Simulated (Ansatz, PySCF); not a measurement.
C₂H₁₂N₂Si₂, SMILES C[Si@H](CN)N[SiH3]. Atoms are numbered in the order given.

```xyz
18

C     -0.4274    -2.0587    -1.0731
Si     0.4087    -0.3786    -0.9416
C      1.8569    -0.4743     0.2722
N      2.3981     0.8644     0.4945
N     -0.7087     0.8564    -0.3714
Si    -1.6992     0.8359     1.0577
H     -0.8258    -2.3765    -0.0955
H     -1.2657    -2.0277    -1.7872
H      0.2831    -2.8304    -1.4128
H      0.8766     0.0841    -2.2799
H      2.6330    -1.1207    -0.1781
H      1.5159    -1.0081     1.1891
H      3.1063     0.8660     1.2282
H      1.6550     1.4931     0.8002
H     -0.8240     1.6531    -0.9931
H     -1.2518    -0.3241     1.8815
H     -3.1596     0.6776     0.7748
H     -1.5412     2.0903     1.8563
```
Charge 0, spin multiplicity 1.

Coordinates come from a B3LYP-D3(BJ)/def2-SVP optimisation. The structure was generated by enumeration; whether it is a known compound was not checked. One conformer was computed; it need not be the lowest.

Two levels are set side by side: PBE-D3(BJ)/def2-SVP (Ansatz, a program for electronic structure) and B3LYP-D3(BJ)/def2-SVP (Ansatz). Each level has its own optimised geometry; the coordinates shown are those of the second. Frequencies come from the Hessian of PySCF at each geometry. Differences are taken from unrounded values.

```tsv
quantity	B3LYP-D3(BJ)
mean bond length (Å)	1.370
bond C1–Si2 (Å)	1.881
bond Si2–C3 (Å)	1.892
bond Si2–N5 (Å)	1.760
bond C3–N4 (Å)	1.461
bond N5–Si6 (Å)	1.739
bond C1–H7 (Å)	1.102
bond C1–H8 (Å)	1.102
bond C1–H9 (Å)	1.103
bond Si2–H10 (Å)	1.491
bond C3–H11 (Å)	1.106
bond C3–H12 (Å)	1.114
bond N4–H13 (Å)	1.020
bond N4–H14 (Å)	1.020
bond N5–H15 (Å)	1.017
bond Si6–H16 (Å)	1.491
bond Si6–H17 (Å)	1.496
highest harmonic wavenumber (cm⁻¹)	3586
mean harmonic wavenumber (cm⁻¹)	1295
zero-point energy (kcal/mol)	88.83
```

### Question
What does PBE-D3(BJ) give, and how far is it from B3LYP-D3(BJ)? (An estimate is asked for; the answer gives what the named calculation found.)

### Answer

```tsv
quantity	PBE-D3(BJ)	PBE-D3(BJ) minus B3LYP-D3(BJ)
mean bond length (Å)	1.379	0.009
bond C1–Si2 (Å)	1.887	0.006
bond Si2–C3 (Å)	1.899	0.007
bond Si2–N5 (Å)	1.771	0.011
bond C3–N4 (Å)	1.462	0.001
bond N5–Si6 (Å)	1.748	0.009
bond C1–H7 (Å)	1.110	0.007
bond C1–H8 (Å)	1.109	0.007
bond C1–H9 (Å)	1.110	0.007
bond Si2–H10 (Å)	1.505	0.014
bond C3–H11 (Å)	1.114	0.008
bond C3–H12 (Å)	1.124	0.010
bond N4–H13 (Å)	1.028	0.008
bond N4–H14 (Å)	1.029	0.009
bond N5–H15 (Å)	1.024	0.007
bond Si6–H16 (Å)	1.505	0.014
bond Si6–H17 (Å)	1.510	0.014
highest harmonic wavenumber (cm⁻¹)	3520	-66
mean harmonic wavenumber (cm⁻¹)	1258	-36
zero-point energy (kcal/mol)	86.35	-2.48
```

Exact exchange shortens and stiffens bonds; PBE has none. Differences between two approximate levels are no errors against the true value.
